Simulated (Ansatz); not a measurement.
Abridged output of a molecular run in Ansatz:

```
Functional definition: HF
916 factors; integrals over basis functions are off by at most 1.3e-3 eV
mean field evaluation 1: about -15171.7243 eV, gradient 4.3e1 eV
mean field evaluation 2: about -15171.7275 eV, gradient 4.3e1 eV
mean field evaluation 4: about -15175.4200 eV, gradient 3.0e0 eV
mean field evaluation 8: about -15175.4530 eV, gradient 5.9e-4 eV
mean field -15175.45296030 eV, -557.6876099997 hartree, gradient 1.5e-6 eV, S^2 0.000000; 0 other end points of the search recorded, 0 dependent functions left out
9 core orbitals not correlated: weight in the atoms' cores, before any rotation towards them, 1.000 or more for the frozen orbitals, at most 0.000 for the correlated occupied ones
reference -15175.45296030 eV, -557.6876099997 hartree; 15, 15 occupied and 70, 70 virtual orbitals, 916 factors
second order -20.44408524 eV of doubles, -0.00000000 eV of singles
cycle   1  -20.69996248 eV  change   -2.6e-1 eV  update   1.0e-1
cycle   2  -21.20495305 eV  change   -5.0e-1 eV  update   3.0e-2
cycle   3  -21.33813014 eV  change   -1.3e-1 eV  update   1.6e-2
cycle   4  -21.33132840 eV  change    6.8e-3 eV  update   3.9e-3
cycle   5  -21.33005390 eV  change    1.3e-3 eV  update   1.7e-3
cycle   6  -21.33071886 eV  change   -6.6e-4 eV  update   5.2e-4
cycle   7  -21.33061036 eV  change    1.1e-4 eV  update   2.1e-4
cycle   8  -21.33049720 eV  change    1.1e-4 eV  update   7.6e-5
cycle   9  -21.33050200 eV  change   -4.8e-6 eV  update   4.1e-5
cycle  10  -21.33050679 eV  change   -4.8e-6 eV  update   2.2e-5
perturbative correction -0.53335207 eV, -0.0196003272 hartree
Total energy: -15197.31681917 eV, -558.4910919931 hartree
```

Its atoms:

Z-matrix (Å, degrees):
```
Si
N 1 1.724
F 1 1.596 2 112.0
O 1 1.626 2 108.6 3 -119.1
H 1 1.472 2 110.0 3 118.5
C 2 1.258 1 126.5 3 -6.8
H 4 0.958 1 117.1 2 -5.8
H 6 1.100 2 124.1 1 -0.0
H 6 1.096 2 120.3 1 180.0
```

(1) Which basis set was used?
A. cc-pV(Q+d)Z
B. def2-SVP
C. def2-QZVPP
D. def2-SVPD

(2) Write the keys of the input that set method, charge and spin (a neutral closed shell needs none for the last two).

Results:

(1) B. It gives 94 functions.

(2) 
```yaml
correlation: {method: ccsd_t}
```
